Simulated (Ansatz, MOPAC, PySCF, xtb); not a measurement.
Donor–acceptor adduct: BH3 (SMILES B) (first 4 atoms) with AsH3 (SMILES [AsH3]); geometry from B3LYP-D3(BJ)/def2-TZVP, rigid monomers moved along the line of their centres of mass till B1···As5 is 2.93 Å.
(charge 0, multiplicity 1):
| atom | x (Å) | y (Å) | z (Å) |
|---|---|---|---|
| B | -0.0052 | -0.0598 | 0.6296 |
| H | -0.8662 | 0.7776 | 0.5787 |
| H | -0.3529 | -1.1824 | 0.3770 |
| H | 1.0665 | 0.2658 | 0.1928 |
| As | 0.5270 | -0.2174 | 3.5037 |
| H | -0.5951 | -0.6073 | 4.4354 |
| H | 0.9997 | 1.0187 | 4.2301 |
| H | 1.5754 | -1.1827 | 4.0022 |

Counterpoise-corrected where a basis set is named; no monomer relaxation. Rows marked so take none.

Rows in 3-21G carry no dispersion term and start afresh at each structure; the Pople sets are all-electron and without relativity. The state that PM7 reach isn't checked; PM7 holds dispersion and hydrogen-bond terms.

The values were computed with Ansatz (Gaussian orbitals); MOPAC for PM7 (differences of heats of formation); PySCF for 3-21G rows, the dispersion terms; xtb for the GFN methods. Values without a source in brackets are computed.

```csv
level,interaction energy (kJ/mol)
PM7,-43.5
GFN1-xTB,-43.9
HF/3-21G (no counterpoise),-42.5
HF/aug-cc-pVTZ,-30.0
r2SCAN/def2-TZVPPD,-53.1
r2SCAN-D4/def2-TZVPPD,-54.3
B3LYP/3-21G (no counterpoise),-59.8
B3LYP-D4/def2-TZVPPD,…
PBE0-D4/def2-TZVPPD,…
```

**Question.** What belongs in the gaps?

**Answer.** 
- B3LYP-D4/def2-TZVPPD, interaction energy (kJ/mol): -50.7
- PBE0-D4/def2-TZVPPD, interaction energy (kJ/mol): -56.0

Ansatz is a quantum-chemistry and plane-wave program.
